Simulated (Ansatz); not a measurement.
Reaction (formal exchange of groups at a C–Al bond): `C[CH2][Al]([Cl])[Cl]` + `CC(N)=O` → `CCCC(N)=O` + `[Cl][AlH][Cl]`

Program: Ansatz. Geometries: PBE0-D4/def2-TZVP. ΔE: electronic, gas phase. CCSD(T)/CBS is the MP2 limit (def2-TZVPP, def2-QZVPP) plus CCSD(T) − MP2 in def2-TZVPP, frozen cores. This one scheme is used for every species. DFT in def2-TZVPP. HSE06 is defined as in plane-wave codes. Each species was taken in one conformer, which may not be the lowest.

(1) Is it downhill or uphill in electronic energy at CCSD(T)/CBS, and by how much? (An estimate is asked.)

(2) What do these levels give: PBE-D4, BLYP-D4, PBE0-D4, r2SCANh-D4, r2SCAN0-D4, HSE06-D4, B2PLYP, r2SCANh, HSE06, BHLYP, CAM-B3LYP, CCSD(T)/def2-TZVPP? (Estimate.)

Largest T1 diagnostic among the species: 0.014.

Answers

(1) The calculation gave: Uphill: ΔE = +34.1 kJ/mol.

(2) Ansatz gave: PBE-D4 40.3, BLYP-D4 40.5, PBE0-D4 37.7, r2SCANh-D4 38.7, r2SCAN0-D4 37.4, HSE06-D4 38.1, B2PLYP 36.8, r2SCANh 38.8, HSE06 37.8, BHLYP 33.9, CAM-B3LYP 34.3, CCSD(T)/def2-TZVPP 32.2 kJ/mol.

In def2-TZVPP, CCSD(T) changes the Hartree–Fock value by +4.5 kJ/mol (the triples alone add +0.7 kJ/mol) and MP2 by +7.2 kJ/mol. At CCSD(T), def2-SVP lies −15.3 kJ/mol from the extrapolated value and def2-TZVPP −1.9 kJ/mol.
